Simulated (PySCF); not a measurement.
Isomers of C5H9NOSi, mass 127.045 u with the commonest isotopes. Method: B3LYP/def2-SVPD in PySCF (dipole) on a GFN2-xTB geometry, gas phase. One conformer each, none proved a minimum here; rigid rotors.

Problem. Order these by dipole moment, largest first.
A. `[CH3:1][O:2][C@@H:3]1[CH2:4][C@:5]1([SiH3:6])[C:7]#[N:8]` with C1–O2–C3–C4 152°
B. `[CH3:1][Si:2]([CH3:3])([CH:4]=[O:5])[CH2:6][C:7]#[N:8]` with C1–Si2–C4–O5 -142°, C1–Si2–C6–C7 61°
C. `[CH3:1][n:2]1[cH:3][cH:4][c:5]([O:6][SiH3:7])[cH:8]1` with C4–C5–O6–Si7 0°

Solution. A (4.27 D), B (2.54 D), C (2.27 D).

Problem. Order these by rotational constant C, smallest first.
A. `[CH3:1][O:2][C@@H:3]1[CH2:4][C@:5]1([SiH3:6])[C:7]#[N:8]` with C1–O2–C3–C4 152°
B. `[CH3:1][Si:2]([CH3:3])([CH:4]=[O:5])[CH2:6][C:7]#[N:8]` with C1–Si2–C4–O5 -142°, C1–Si2–C6–C7 61°
C. `[CH3:1][n:2]1[cH:3][cH:4][c:5]([O:6][SiH3:7])[cH:8]1` with C4–C5–O6–Si7 0°

Solution. C (764.6 MHz), B (961.2 MHz), A (1109 MHz).

Problem. Order these by radius of gyration √(Σ m r²/M), largest first.
A. `[CH3:1][n:2]1[cH:3][cH:4][c:5]([O:6][SiH3:7])[cH:8]1` with C4–C5–O6–Si7 0°
B. `[CH3:1][Si:2]([CH3:3])([CH:4]=[O:5])[CH2:6][C:7]#[N:8]` with C1–Si2–C4–O5 -142°, C1–Si2–C6–C7 61°
C. `[CH3:1][O:2][C@@H:3]1[CH2:4][C@:5]1([SiH3:6])[C:7]#[N:8]` with C1–O2–C3–C4 152°

Solution. A (2.289 Å), B (2.197 Å), C (2.048 Å).

| SMILES | point group | Ia (u·Å²) | Ib (u·Å²) | Ic (u·Å²) | κ | μa (D) | μb (D) | μc (D) |
| --- | --- | --- | --- | --- | --- | --- | --- | --- |
| Cn1ccc(O[SiH3])c1 | near Cs | 77.08 | 592.75 | 660.96 | -0.97 | 2.26 | 0.22 | 0.01 |
| C[Si](C)(C=O)CC#N | C1 | 193.47 | 507.25 | 525.78 | -0.96 | 1.81 | 0.97 | 1.49 |
| CO[C@@H]1C[C@]1([SiH3])C#N | C1 | 227.84 | 381.82 | 455.68 | -0.61 | 0.83 | 4.13 | 0.67 |
